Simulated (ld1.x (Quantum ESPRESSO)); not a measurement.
# Varying the TM potential for Se

Base potential:

- Element: Se
- Generator: ld1.x (Quantum ESPRESSO) 7.5
- Type: norm-conserving Troullier–Martins (Kleinman–Bylander form)
- Functional: PBEsol
- Relativity: fully relativistic
- Frozen core: [Ne] 3s2
- Valence charge: 22
- Reference configuration: 3p6 3d10 4s2 4p4
- Partial waves: 3p (bound): rc 0.75 bohr; 3d (bound): rc 0.85 bohr; 4s (bound): rc 1.20 bohr
- Local potential: the s channel
- Core correction: Bessel-smoothed model core inside 0.70 bohr

Open shells are filled in proportion to 2j + 1 (rel_dist='average').

Occupied shells without a wave of their own: 4p. They enter only through the test configuration that unscreens the potential, and ld1.x also counts them in the model core charge.

Cutoffs, loose and tight: the cutoffs (Ry, on a coarse ladder) from which the occupation-weighted sum of valence levels, in a spherical-Bessel basis at the reference potential, stays within 10 and 1 mRy of its value at 400 Ry. They do not see the model core or the augmentation charge, which bear on the density cutoff. Test errors are all-electron minus pseudo excitation energies from the reference, over the configurations 3p6 3d10 4s2 4p3; 3p6 3d10 4s2 4p2; 3p6 3d10 4s2 4p1; 3p6 3d10 4s0 4p6; 3p6 3d10 4s2 4p0; 3p6 3d10 4s2 4p3.5; 3p6 3d10 4s2 4p4.3. A dash means not determined; rows that change the core or the reference have their own tests. The largest error is taken over the tests solved by every variant that gives reliable tests at all: 3p6 3d10 4s0 4p6; 3p6 3d10 4s2 4p1; 3p6 3d10 4s2 4p2; 3p6 3d10 4s2 4p3; 3p6 3d10 4s2 4p3.5.

With those shells counted twice in exchange and correlation these files are broken, and their errors move erratically; no question is asked of them.

Cutoffs are not given where the Bessel-basis levels miss the radial ones by over 6 mRy, ghosts where they miss by over 20 mRy; a channel whose overlap is not positive is not tested.

| change | outcome | cutoff, loose | cutoff, tight | bound ghosts | largest test error (meV) |
| --- | --- | --- | --- | --- | --- |
| base | generated, misses its reference levels by 2.86 eV | over 300 Ry | over 300 Ry | none | +15211 |
| wave 3d (bound): rc 0.85 bohr becomes 3d (bound): rc 0.54 bohr | generated, misses its reference levels by 2.86 eV | – | – | not determined | +15211 |
| wave 3d (bound): rc 0.85 bohr becomes 3d (bound): rc 0.74 bohr | generated, misses its reference levels by 2.86 eV | over 300 Ry | over 300 Ry | none | +15211 |
| wave 3d (bound): rc 0.85 bohr becomes 3d (bound): rc 0.82 bohr | generated, misses its reference levels by 2.86 eV | over 300 Ry | over 300 Ry | none | +15211 |
| wave 3d (bound): rc 0.85 bohr becomes 3d (bound): rc 1.00 bohr | generated, misses its reference levels by 2.86 eV | 300 Ry | over 300 Ry | none | +15211 |
| wave 3d (bound): rc 0.85 bohr becomes 3d (bound): rc 1.08 bohr | generated, misses its reference levels by 2.86 eV | 260 Ry | over 300 Ry | none | +15211 |
| wave 3d (bound): rc 0.85 bohr becomes 3d (bound): rc 1.22 bohr | generated, misses its reference levels by 2.86 eV | 260 Ry | over 300 Ry | none | +15211 |
